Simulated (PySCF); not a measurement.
Electron correlation in O³⁺ (oxygen, charge +3)

[He] 2s2 2p1, 2P determinant. All numbers are calculated (PySCF 2.14, scalar relativity by spin-free X2C-1e, in aug-cc-pCVQZ-DK (9s8p6d4f2g, 109 functions)). Frozen: 1s2; 3 electrons correlated.

MP2 pair energies summed by pair of shells (mhartree):

| pair | energy | share (%) |
| --- | --- | --- |
| 2s-2s | -40.03 | 59.2 |
| 2s-2p | -27.63 | 40.8 |

Total MP2 correlation energy: -67.66 mhartree.

Same-spin part -4.42 and opposite-spin part -63.24 mhartree; SCS-MP2 scales them by 1/3 and 6/5 to -77.36 mhartree.
